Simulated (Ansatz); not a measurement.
A calculation with Ansatz (development build ahead of 0.2.0).

```yaml
crystal:
  periodic: [false, false, false]
  atoms:
    - { symbol: Na, position_ang: [-0.01402, 0.03796, -1.90277] }
    - { symbol: I, position_ang: [0.04151, -0.0018, 0.38865] }
basis:
  gaussian: { orbitals: def2-SVP }
hamiltonian:
  xc: hf
```

The input is written out in the form of the current development build from the run's settings. The basis set brings a core potential for I, so the total leaves out those core electrons.

Results

| Property | Result |
| --- | --- |
| Converged | yes |
| Total energy | -458.50036 hartree |
| Spin squared of the determinant | 0.000 |

Caution: no unrestricted run beside it, a lower state can exist.
